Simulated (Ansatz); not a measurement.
A nudged elastic band was laid between two geometries of H7OPSi2 (11 atoms, charge 0, multiplicity 1).

These are results of RKS r2SCAN-D4/def2-SVP in Ansatz 0.2.0, not measurements.

* movable images: 5
* climbing image: yes
* spring: 5.0 eV/Å²
* optimiser: quadratic models (default)
* start path: IDPP
* force threshold: 0.2 eV/Å
* iteration limit: 60
* end points: relaxed

First end point:

```xyz
11
Properties=species:S:1:pos:R:3
O 1.416 2.233 -1.334
P -0.082 1.533 -0.975
Si 0.645 -0.432 -0.078
Si -1.172 -1.474 0.987
H 1.374 2.560 -2.244
H -0.298 2.121 0.316
H 1.771 -0.215 0.884
H 1.139 -1.291 -1.198
H -2.266 -1.727 0.000
H -1.703 -0.589 2.070
H -0.758 -2.776 1.593
```

Last end point:

```xyz
11
Properties=species:S:1:pos:R:3
O 1.177 1.846 -1.992
P -0.111 0.813 -1.625
Si 0.723 -0.145 0.266
Si -1.032 -1.264 1.357
H 1.379 1.736 -2.931
H -0.925 1.726 -0.874
H 1.340 0.878 1.167
H 1.780 -1.126 -0.131
H -2.117 -0.294 1.703
H -0.547 -1.908 2.616
H -1.602 -2.317 0.463
```

What changes between the two ends?

No bond is made or broken. The dihedral P2–Si3–Si4–H11 goes from 180 to 60°. The two ends are copies of one structure, up to a mirror image or an exchange of like atoms.

What energy profile does the band end with?

The run converged. The highest image is number 3 of 0 to 6, 1.0 kcal/mol above the ends, which have the same energy within 2 meV. The threshold of 0.2 eV/Å is loose, so the images may lie well off the minimum-energy path. The order of the stationary point at the top wasn't checked.

```json
{"image": "0", "path coordinate (Å)": "0.00", "energy (kcal/mol)": "0.0", "dihedral P2–Si3–Si4–H11 (°)": "180"}
{"image": "1", "path coordinate (Å)": "0.73", "energy (kcal/mol)": "0.3", "dihedral P2–Si3–Si4–H11 (°)": "160"}
{"image": "2", "path coordinate (Å)": "1.45", "energy (kcal/mol)": "0.8", "dihedral P2–Si3–Si4–H11 (°)": "140"}
{"image": "3", "path coordinate (Å)": "2.18", "energy (kcal/mol)": "1.0", "dihedral P2–Si3–Si4–H11 (°)": "120"}
{"image": "4", "path coordinate (Å)": "2.91", "energy (kcal/mol)": "0.9", "dihedral P2–Si3–Si4–H11 (°)": "100"}
{"image": "5", "path coordinate (Å)": "3.63", "energy (kcal/mol)": "0.4", "dihedral P2–Si3–Si4–H11 (°)": "80"}
{"image": "6", "path coordinate (Å)": "4.36", "energy (kcal/mol)": "0.0", "dihedral P2–Si3–Si4–H11 (°)": "60"}
```

What is the geometry of the highest image?


```xyz
11
Properties=species:S:1:pos:R:3
O 1.299 2.008 -1.781
P -0.097 1.106 -1.460
Si 0.678 -0.271 0.176
Si -1.117 -1.359 1.244
H 1.428 2.012 -2.740
H -0.721 1.985 -0.511
H 1.487 0.488 1.179
H 1.559 -1.296 -0.461
H -2.387 -0.893 0.595
H -1.107 -0.994 2.699
H -0.957 -2.842 1.081
```

Time of the run: 28 s on 2 threads of Intel(R) Xeon(R) Platinum 8488C (Sapphire Rapids) (shared host), peak memory 0.17 GiB.
